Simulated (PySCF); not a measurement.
C₄H₁₀N (SMILES [CH2]CNCC), doublet, at a GFN2-xTB geometry; PySCF with DF-HF/LANL2DZ.

Here is a job for PySCF.
```python
from pyscf import gto, scf

mol = gto.M(
    atom='''
C    -2.15482137    0.29339323    0.48279055
C    -1.29160991   -0.81450785    0.03983810
N    -0.03253089   -0.31963028   -0.54737206
C     0.96157458    0.16326117    0.39034031
C     2.24256235    0.51336571   -0.35709160
H    -1.90397431    0.84623795    1.36912853
H    -2.84054488    0.74917402   -0.20670413
H    -1.78078954   -1.41064441   -0.73531480
H    -1.01255376   -1.47168993    0.86845561
H    -0.23896585    0.39857822   -1.23667236
H     1.15768304   -0.64664969    1.09984773
H     0.62685749    1.04197185    0.96515413
H     3.02106345    0.79843507    0.34564283
H     2.07134704    1.34256564   -1.04046703
H     2.58135954   -0.34364031   -0.93273010
''',
    basis='lanl2dz',
    spin=1,
    verbose=4,
)

mf = scf.UHF(mol)
mf = mf.density_fit(auxbasis='def2-universal-jkfit')
mf.kernel()
```

The log (banner, timings and long lists left out):

```
PySCF version 2.14.0

[INPUT] verbose = 4
[INPUT] num. atoms = 15
[INPUT] num. electrons = 41
[INPUT] charge = 0
[INPUT] spin (= nelec alpha-beta = 2S) = 1
[INPUT] symmetry False subgroup None
[INPUT] Mole.unit = angstrom
[INPUT] Symbol           X                Y                Z      unit          X                Y                Z       unit  Magmom
[INPUT]  1 C     -2.154821370000   0.293393230000   0.482790550000 AA   -4.072022236660   0.554432851502   0.912341915028 Bohr   0.0
[INPUT]  2 C     -1.291609910000  -0.814507850000   0.039838100000 AA   -2.440788989674  -1.539196762808   0.075283098323 Bohr   0.0
[INPUT]  3 N     -0.032530890000  -0.319630280000  -0.547372060000 AA   -0.061474472688  -0.604013690318  -1.034383281639 Bohr   0.0
[INPUT]  4 C      0.961574580000   0.163261170000   0.390340310000 AA    1.817112604544   0.308518898076   0.737636281278 Bohr   0.0
[INPUT]  5 C      2.242562350000   0.513365710000  -0.357091600000 AA    4.237828658761   0.970120593643  -0.674805325383 Bohr   0.0
[INPUT]  6 H     -1.903974310000   0.846237950000   1.369128530000 AA   -3.597989994108   1.599157961713   2.587277951028 Bohr   0.0
[INPUT]  7 H     -2.840544880000   0.749174020000  -0.206704130000 AA   -5.367851867736   1.415733717439  -0.390614194516 Bohr   0.0
[INPUT]  8 H     -1.780789540000  -1.410644410000  -0.735314800000 AA   -3.365204516090  -2.665731594049  -1.389543587339 Bohr   0.0
[INPUT]  9 H     -1.012553760000  -1.471689930000   0.868455610000 AA   -1.913449292799  -2.781090907980   1.641143254242 Bohr   0.0
[INPUT] 10 H     -0.238965850000   0.398578220000  -1.236672360000 AA   -0.451580009624   0.753203675017  -2.336972066220 Bohr   0.0
[INPUT] 11 H      1.157683040000  -0.646649690000   1.099847730000 AA    2.187703884654  -1.221990812635   2.078410988425 Bohr   0.0
[INPUT] 12 H      0.626857490000   1.041971850000   0.965154130000 AA    1.184588975232   1.969041426006   1.823876973693 Bohr   0.0
[INPUT] 13 H      3.021063450000   0.798435070000   0.345642830000 AA    5.708982525434   1.508823610548   0.653170285620 Bohr   0.0
[INPUT] 14 H      2.071347040000   1.342565640000  -1.040467030000 AA    3.914278614529   2.537081363851  -1.966197728340 Bohr   0.0
[INPUT] 15 H      2.581359540000  -0.343640310000  -0.932730100000 AA    4.878062559633  -0.649386071261  -1.762604437138 Bohr   0.0

nuclear repulsion = 182.643504979032
number of shells = 45
number of NR pGTOs = 165
number of NR cGTOs = 65
basis = lanl2dz
ecp = {}

******** <class 'pyscf.df.df_jk.DFUHF'> ********
method = DFUHF
initial guess = minao
damping factor = 0
level_shift factor = 0
DIIS = <class 'pyscf.scf.diis.CDIIS'>
diis_start_cycle = 1
diis_space = 8
diis_damp = 0
SCF conv_tol = 1e-09
SCF conv_tol_grad = None
SCF max_cycles = 50
direct_scf = False
number electrons alpha = 21  beta = 20
Set gradient conv threshold to 3.16228e-05
******** <class 'pyscf.df.df.DF'> ********
auxbasis = def2-universal-jkfit
init E= -212.396401249705

cycle= 1 E= -211.55141173679  delta_E= 0.845  |g|= 0.246  |ddm|= 2.44
cycle= 2 E= -211.606177393941  delta_E= -0.0548  |g|= 0.0831  |ddm|= 0.417
cycle= 3 E= -211.612869256665  delta_E= -0.00669  |g|= 0.0323  |ddm|= 0.146
cycle= 4 E= -211.614405970623  delta_E= -0.00154  |g|= 0.0138  |ddm|= 0.0702
cycle= 5 E= -211.614903282881  delta_E= -0.000497  |g|= 0.00513  |ddm|= 0.0514
cycle= 6 E= -211.614969923732  delta_E= -6.66e-05  |g|= 0.0015  |ddm|= 0.0217
cycle= 7 E= -211.614974086089  delta_E= -4.16e-06  |g|= 0.000614  |ddm|= 0.00472
cycle= 8 E= -211.614974677877  delta_E= -5.92e-07  |g|= 0.000265  |ddm|= 0.00175
cycle= 9 E= -211.614974791598  delta_E= -1.14e-07  |g|= 0.000117  |ddm|= 0.000806
cycle= 10 E= -211.614974812701  delta_E= -2.11e-08  |g|= 5.79e-05  |ddm|= 0.000324
cycle= 11 E= -211.614974819481  delta_E= -6.78e-09  |g|= 1.91e-05  |ddm|= 0.000237
cycle= 12 E= -211.614974820218  delta_E= -7.37e-10  |g|= 7.48e-06  |ddm|= 7.14e-05
Extra cycle  E= -211.614974820291  delta_E= -7.33e-11  |g|= 4.82e-06  |ddm|= 1.52e-05
converged SCF energy = -211.614974820291  <S^2> = 0.76281995  2S+1 = 2.0127791
```
